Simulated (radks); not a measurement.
All-electron atom: As+ in [Ar] 3d10 4s2 4p2. All-electron calculation, scalar-relativistic Kohn-Sham, PBE, spin-polarised, spherical densities, point nucleus; open shells are filled with parallel spins first. Program: a radial shooting solver on a logarithmic mesh with Libxc functionals.

Local quantities along the radius. ELF = 1/(1 + alpha^2) is the electron localisation function; alpha = (tau - tau_W)/tau_unif compares the Pauli kinetic energy density with that of the uniform gas (summed over spins); r v_xc is r times the local exchange-correlation potential of spin up (hartree bohr); 4 pi r^2 rho is in e/bohr. tau is taken from the large components.

r (bohr)	ELF	alpha	r v_xc	4 pi r^2 rho
0.001998	1.000	0.01867	-0.09747	1.296
0.002623	1.000	0.01914	-0.1129	2.108
0.003443	1.000	0.02013	-0.1333	3.386
0.004519	1.000	0.02183	-0.1592	5.347
0.005931	0.999	0.02456	-0.1916	8.258
0.007785	0.999	0.02891	-0.2309	12.39
0.01022	0.999	0.03603	-0.2773	17.90
0.01331	0.998	0.04783	-0.3281	24.40
0.01747	0.995	0.07011	-0.3841	31.53
0.02293	0.987	0.1153	-0.4389	37.59
0.03009	0.955	0.2168	-0.4856	40.60
0.0395	0.824	0.4621	-0.5171	39.36
0.05184	0.502	0.9958	-0.5328	35.30
0.06805	0.296	1.544	-0.5446	33.01
0.08932	0.399	1.228	-0.6286	36.90
0.1172	0.678	0.6892	-0.7756	44.85
0.1539	0.796	0.5067	-0.8711	47.31
0.202	0.664	0.7116	-0.8704	38.35
0.2651	0.286	1.582	-0.8002	26.75
0.348	0.324	1.443	-0.8814	25.43
0.4568	0.679	0.6876	-1.092	30.44
0.5996	0.775	0.5395	-1.166	27.85
0.787	0.649	0.7357	-1.069	17.06
1.025	0.327	1.435	-0.8956	7.978
1.345	0.214	1.914	-0.7978	3.983
1.766	0.546	0.9119	-0.8933	2.755
2.318	0.776	0.5365	-0.8849	1.730
3.042	0.668	0.7048	-0.6939	0.7194
3.993	0.295	1.547	-0.5169	0.1782
5.241	0.039	4.985	-0.4076	0.02409
6.879	0.001	26.77	-0.2017	0.001442

On this mesh the ELF has minima near r = 0.068, 0.30, 1.3 bohr, which separate the shells, and maxima near 0.15 (0.80), 0.60 (0.77), 2.3 (0.78).
